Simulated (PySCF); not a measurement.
A side-by-side comparison of computed properties.

First species: C₅H₁₀N₂OSi.
Z-matrix (Å and degrees, GFN2-xTB geometry), rows numbered from 1:
```
N 
C   1  1.2511
C   2  1.5092  1  128.67
N   3  1.4542  2  111.32  1     9.17
C   4  1.3451  3  122.22  2  -123.21
O   5  1.2055  4  125.29  3     5.38
C   3  1.5131  2  110.83  1   133.31
C   7  1.5380  3  116.24  2   165.93
Si  8  1.8801  7   66.37  3  -114.50
H   1  1.0211  2  114.80  3     1.46
H   2  1.0866  1  117.17  3   179.33
H   3  1.0977  2  108.18  1  -106.30
H   4  1.0084  3  116.80  2    67.70
H   5  1.1068  4  111.97  3  -175.65
H   7  1.0867  3  111.80  2   -59.89
H   8  1.0816  7  115.15  9   113.14
H   8  1.0813  7  116.11  9  -114.21
H   9  1.4503  7  116.96  8   105.35
H   9  1.4497  7  116.84  8  -105.64
```

Second species: C₃H₁₃FN₂Si₂.
SMILES: `CNC[C@@H]([SiH3])[Si@H](N)F`

Levels: PBE0/pcSseg-1 for dipole moment, HOMO energy, LUMO energy and HOMO–LUMO gap; GFN2-xTB for rotational constant A and rotational constant C. Geometries: GFN2-xTB. All species are isolated and taken at one optimised geometry, non-relativistic unless stated. Electronic properties by PySCF.

Dipoles, sizes and rotational constants follow the conformer. The torsions of the flexible species, by atom-mapped SMILES:
- `[H]/[N:1]=[CH:2]\[C@@H:3]([NH:4][CH:5]=[O:6])[C@@H:7]1[CH2:8][SiH2:9]1`: N1–C2–C3–N4 9°, C2–C3–N4–C5 -123°, C3–N4–C5–O6 5°, C2–C3–C7–C8 166°
- `[CH3:1][NH:2][CH2:3][C@@H:4]([SiH3:5])[Si@H:6]([NH2:7])[F:8]`: C1–N2–C3–C4 -172°, N2–C3–C4–Si5 41°, C3–C4–Si6–N7 -71°, H–N7–Si6–C4 55°, H–N7–Si6–C4 -162°

| property | column X | column Y |
| --- | --- | --- |
| dipole moment | 3.64 D | 3.71 D |
| HOMO energy | -7.15 eV | -6.83 eV |
| LUMO energy | -0.17 eV | 0.77 eV |
| HOMO–LUMO gap | 6.98 eV | 7.60 eV |
| rotational constant A | 1.749 GHz | 2.251 GHz |
| rotational constant C | 0.722 GHz | 0.663 GHz |

Question: Which column belongs to which species?

Answer: Column X is the first species and column Y the second. The first has 19 atoms and 76 electrons, the second 21 and 82.

Question: How does each property change from the first species to the second?

Answer: dipole moment +0.07 D; HOMO energy +0.32 eV; LUMO energy +0.94 eV; HOMO–LUMO gap +0.62 eV; rotational constant A +0.502 GHz; rotational constant C -0.059 GHz.

On the first: The dipole equals about 12.1 × 10⁻³⁰ C·m (1 D = 3.33564 × 10⁻³⁰ C·m). A dipole of 3.64 D is allowed in C1, and pure rotational transitions are dipole-allowed.

On the second: A dipole of 3.71 D is allowed in C1, and pure rotational transitions are dipole-allowed. In atomic units the dipole is 1.46 e·bohr (1 au = 2.5417 D).
